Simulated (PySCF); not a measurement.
P⁺ (phosphorus, charge +1) across methods

[Ne] 3s1 3p2 4s1, high-spin 5P determinant (an excited configuration). Calculation: PySCF 2.14, in dyall-acv3z (19s12p6d4f, 113 functions); scalar relativity by spin-free X2C-1e.

| method | E (hartree) | mean ε 3s α (eV) | mean ε 3p α (eV) | mean ε 4s α (eV) | Σ⟨r²⟩ (bohr²) | ⟨S²⟩ |
| --- | --- | --- | --- | --- | --- | --- |
| UHF | -340.59302 | -37.509 | -25.287 | -8.900 | 39.46 | 6.000 |
| LDA | -339.7878 | -29.526 | -19.811 | -7.407 | 38.51 | 6.000 |
| PBE | -340.9170 | -29.575 | -19.865 | -7.261 | 38.71 | 6.000 |
| MN15 | -341.1804 | -31.810 | -21.764 | -7.893 | 39.44 | 6.000 |
| PBE0 | -340.9453 | -31.679 | -21.294 | -7.707 | 38.75 | 6.000 |
| BP86 | -341.1059 | -29.638 | -19.921 | -7.413 | 38.60 | 6.000 |
| M06-2X | -341.0553 | -32.868 | -22.128 | -8.429 | 37.36 | 6.000 |
| r2SCAN | -341.0532 | -30.382 | -20.337 | -7.246 | 39.17 | 6.000 |

The outer electron is Rydberg-like, and this basis confines it to a smaller radius and binds it less than a complete one would.
